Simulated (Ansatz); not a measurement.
Steps of a relaxation of H9NO2Si3, SMILES `N[Si](O)([SiH3])O[SiH3]` with RKS PBE0-D4/def2-TZVP.

```sh
$ ansatz run in.yaml --threads 2 --pin off --events-out ev --progress --plain --max-ram 32768MiB --backend cuda --devices 0, --max-vram 18GiB
```

```yaml
crystal:
  periodic: [false, false, false]
  atoms:
    - {symbol: N, position_ang: [-1.922940, -0.034350, -0.014120]}
    - {symbol: Si, position_ang: [-0.293320, -0.469200, -0.421120]}
    - {symbol: O, position_ang: [-0.270080, -2.071300, -0.692270]}
    - {symbol: Si, position_ang: [0.772650, 0.442250, -2.229710]}
    - {symbol: O, position_ang: [0.567400, -0.107420, 0.918510]}
    - {symbol: Si, position_ang: [0.808220, 0.438930, 2.414880]}
    - {symbol: H, position_ang: [-2.645510, -0.210360, -0.693490]}
    - {symbol: H, position_ang: [-2.074750, 0.865180, 0.412050]}
    - {symbol: H, position_ang: [-0.639310, -2.678980, -0.054500]}
    - {symbol: H, position_ang: [0.971230, 1.895400, -2.097420]}
    - {symbol: H, position_ang: [-0.019030, 0.279190, -3.459150]}
    - {symbol: H, position_ang: [2.096780, -0.117280, -2.522520]}
    - {symbol: H, position_ang: [2.261180, 0.520910, 2.535970]}
    - {symbol: H, position_ang: [0.168880, 1.752250, 2.537120]}
    - {symbol: H, position_ang: [0.218590, -0.505210, 3.365760]}
basis:
  gaussian: {orbitals: def2-TZVP}
hamiltonian: {xc: pbe0, dispersion: d4}
relax: {f_tol: 0.005, max_steps: 150}
```

Positions (Å) and forces (eV/Å) along the path, 9 of 34 steps:

```xyz
15
step=1 energy=-29355.4601 eV
N    -1.923   -0.034   -0.014    0.458    0.014   -0.316
Si   -0.293   -0.469   -0.421   -0.558   -0.197    1.223
O    -0.270   -2.071   -0.692    0.163   -0.301   -0.495
Si    0.773    0.442   -2.230    0.081    0.326   -0.546
O     0.567   -0.107    0.919   -0.159   -0.139   -0.894
Si    0.808    0.439    2.415    0.020   -0.077   -0.239
H    -2.646   -0.210   -0.693   -0.096   -0.053   -0.060
H    -2.075    0.865    0.412   -0.032    0.121    0.078
H    -0.639   -2.679   -0.054   -0.129    0.000    0.163
H     0.971    1.895   -2.097   -0.025    0.337    0.214
H    -0.019    0.279   -3.459   -0.286   -0.120   -0.253
H     2.097   -0.117   -2.523    0.343   -0.283    0.100
H     2.261    0.521    2.536    0.419    0.145    0.381
H     0.169    1.752    2.537   -0.113    0.401    0.221
H     0.219   -0.505    3.366   -0.084   -0.176    0.423
15
step=3 energy=-29355.5827 eV
N    -1.914   -0.019   -0.063    0.217    0.008   -0.098
Si   -0.294   -0.503   -0.410   -0.158    0.102    0.142
O    -0.279   -2.106   -0.719    0.030   -0.151   -0.121
Si    0.758    0.453   -2.269   -0.007   -0.023    0.046
O     0.579   -0.126    0.915    0.006    0.013   -0.110
Si    0.833    0.439    2.418    0.015    0.023    0.131
H    -2.631   -0.206   -0.748    0.012   -0.021    0.026
H    -2.065    0.887    0.357   -0.007   -0.025    0.011
H    -0.685   -2.712   -0.096   -0.049    0.056    0.048
H     0.919    1.919   -2.047   -0.009   -0.012   -0.019
H    -0.076    0.256   -3.487    0.013    0.018   -0.018
H     2.106   -0.134   -2.511   -0.042    0.020    0.007
H     2.295    0.571    2.641   -0.020    0.003   -0.010
H     0.191    1.771    2.588   -0.006   -0.002   -0.023
H     0.265   -0.490    3.430    0.005   -0.009   -0.012
15
step=16 energy=-29355.6062 eV
N    -1.766    0.141   -0.008   -0.055   -0.016   -0.010
Si   -0.194   -0.413   -0.413    0.009   -0.007   -0.024
O    -0.270   -2.040   -0.606   -0.019   -0.017    0.034
Si    0.761    0.389   -2.388   -0.002    0.008    0.013
O     0.773    0.053    0.822    0.000    0.016    0.031
Si    0.750    0.356    2.432   -0.007   -0.023   -0.026
H    -2.556   -0.135   -0.572    0.034    0.019    0.023
H    -1.900    1.066    0.370    0.005   -0.005   -0.005
H    -0.737   -2.536    0.071    0.016    0.019   -0.026
H     0.909    1.870   -2.299    0.006   -0.013    0.000
H    -0.120    0.091   -3.552    0.008   -0.007    0.008
H     2.101   -0.206   -2.637   -0.002    0.011   -0.011
H     2.104    0.798    2.843    0.016    0.001   -0.004
H    -0.230    1.431    2.740   -0.011    0.017    0.004
H     0.374   -0.863    3.195    0.001   -0.003   -0.006
15
step=18 energy=-29355.6069 eV
N    -1.773    0.141   -0.016    0.014   -0.007   -0.001
Si   -0.195   -0.407   -0.413   -0.035    0.008    0.012
O    -0.258   -2.036   -0.585    0.013   -0.001   -0.010
Si    0.760    0.386   -2.392    0.001   -0.001    0.001
O     0.763    0.085    0.819    0.004    0.005   -0.004
Si    0.750    0.354    2.434    0.002   -0.006    0.011
H    -2.558   -0.125   -0.589    0.001   -0.002   -0.001
H    -1.907    1.062    0.371    0.005    0.000   -0.008
H    -0.730   -2.527    0.091   -0.006    0.005    0.003
H     0.895    1.868   -2.313   -0.001    0.000    0.000
H    -0.115    0.069   -3.554    0.000   -0.002   -0.001
H     2.107   -0.195   -2.639    0.001    0.000    0.000
H     2.111    0.771    2.847    0.003    0.000   -0.003
H    -0.217    1.434    2.770    0.000    0.000    0.000
H     0.365   -0.879    3.170   -0.002    0.000    0.000
15
step=19 energy=-29355.6071 eV
N    -1.775    0.144   -0.019    0.026   -0.006    0.003
Si   -0.194   -0.400   -0.413   -0.033    0.012    0.014
O    -0.250   -2.030   -0.575    0.013    0.001   -0.013
Si    0.760    0.385   -2.395   -0.002   -0.001    0.001
O     0.760    0.104    0.818   -0.001    0.000   -0.006
Si    0.751    0.350    2.436    0.001    0.002    0.012
H    -2.559   -0.126   -0.592   -0.006   -0.006   -0.007
H    -1.911    1.067    0.362    0.004    0.001   -0.006
H    -0.726   -2.520    0.100   -0.009    0.001    0.009
H     0.886    1.867   -2.325    0.001    0.001   -0.002
H    -0.114    0.055   -3.555    0.000   -0.001   -0.001
H     2.109   -0.192   -2.638    0.001    0.001    0.001
H     2.114    0.758    2.852   -0.003   -0.003   -0.002
H    -0.212    1.430    2.788    0.005   -0.007   -0.002
H     0.361   -0.891    3.157    0.001    0.004   -0.001
15
step=22 energy=-29355.6074 eV
N    -1.781    0.152   -0.027    0.016    0.001    0.001
Si   -0.195   -0.381   -0.410   -0.002    0.002    0.013
O    -0.235   -2.015   -0.547    0.005    0.004   -0.008
Si    0.757    0.382   -2.401   -0.005    0.003   -0.002
O     0.754    0.152    0.813   -0.013   -0.003    0.016
Si    0.753    0.341    2.441    0.000    0.003   -0.015
H    -2.561   -0.135   -0.599   -0.004   -0.006   -0.005
H    -1.924    1.083    0.330   -0.001    0.002    0.000
H    -0.718   -2.496    0.129   -0.004    0.002    0.006
H     0.861    1.867   -2.359    0.002   -0.003   -0.001
H    -0.106    0.017   -3.559    0.003   -0.001    0.001
H     2.116   -0.179   -2.627   -0.001    0.002    0.001
H     2.123    0.718    2.864   -0.005   -0.004   -0.001
H    -0.196    1.417    2.834    0.007   -0.009   -0.002
H     0.353   -0.922    3.118    0.003    0.007   -0.003
15
step=27 energy=-29355.6076 eV
N    -1.795    0.157   -0.042    0.000    0.003    0.000
Si   -0.200   -0.364   -0.407    0.001   -0.001   -0.006
O    -0.225   -2.000   -0.520   -0.002    0.002    0.004
Si    0.756    0.381   -2.404    0.002    0.001   -0.001
O     0.737    0.196    0.812   -0.007   -0.002    0.004
Si    0.761    0.332    2.444    0.004    0.004    0.000
H    -2.566   -0.149   -0.613    0.002    0.001    0.001
H    -1.950    1.093    0.298   -0.001   -0.003   -0.001
H    -0.714   -2.471    0.158    0.002   -0.002   -0.003
H     0.831    1.869   -2.390    0.000   -0.001    0.000
H    -0.086   -0.024   -3.564    0.001    0.000    0.002
H     2.129   -0.157   -2.604   -0.002    0.000    0.000
H     2.142    0.669    2.863   -0.001   -0.001   -0.001
H    -0.163    1.411    2.884    0.001   -0.002    0.000
H     0.345   -0.944    3.085    0.000    0.000    0.000
15
step=33 energy=-29355.6077 eV
N    -1.804    0.155   -0.052   -0.003   -0.001    0.001
Si   -0.207   -0.363   -0.407    0.002    0.002    0.002
O    -0.225   -1.999   -0.518    0.002   -0.004   -0.003
Si    0.758    0.380   -2.400    0.002   -0.001    0.000
O     0.722    0.202    0.816   -0.002   -0.002    0.001
Si    0.766    0.334    2.447    0.000    0.001   -0.005
H    -2.572   -0.150   -0.630    0.001    0.001    0.001
H    -1.963    1.089    0.292    0.000    0.001    0.000
H    -0.717   -2.474    0.156   -0.001    0.003    0.001
H     0.842    1.868   -2.384    0.000    0.000    0.000
H    -0.085   -0.016   -3.563    0.000    0.000    0.001
H     2.127   -0.166   -2.598    0.000    0.001   -0.001
H     2.151    0.677    2.850    0.001   -0.001    0.000
H    -0.157    1.408    2.901   -0.001    0.001    0.001
H     0.364   -0.945    3.090    0.001   -0.001    0.001
15
step=34 energy=-29355.6077 eV
N    -1.807    0.155   -0.055   -0.003    0.002    0.002
Si   -0.209   -0.362   -0.407    0.001    0.000   -0.003
O    -0.226   -1.998   -0.516    0.002   -0.005   -0.002
Si    0.758    0.380   -2.400    0.001    0.000   -0.002
O     0.718    0.205    0.817    0.000    0.001   -0.001
Si    0.768    0.334    2.448    0.001    0.002    0.004
H    -2.573   -0.150   -0.634    0.001    0.000    0.000
H    -1.967    1.089    0.288   -0.001    0.000    0.000
H    -0.719   -2.471    0.158   -0.001    0.001    0.001
H     0.840    1.868   -2.385    0.000   -0.001    0.000
H    -0.081   -0.020   -3.563    0.001    0.000    0.001
H     2.129   -0.164   -2.595   -0.002    0.000    0.001
H     2.155    0.675    2.846   -0.001    0.000   -0.001
H    -0.154    1.406    2.908    0.001   -0.001   -0.001
H     0.369   -0.947    3.089    0.000   -0.001    0.000
```

Run time 72 s (2 threads of an AMD EPYC 7R13 on a shared host and a share of an NVIDIA H100 80 GB); peak host memory 0.89 GiB.
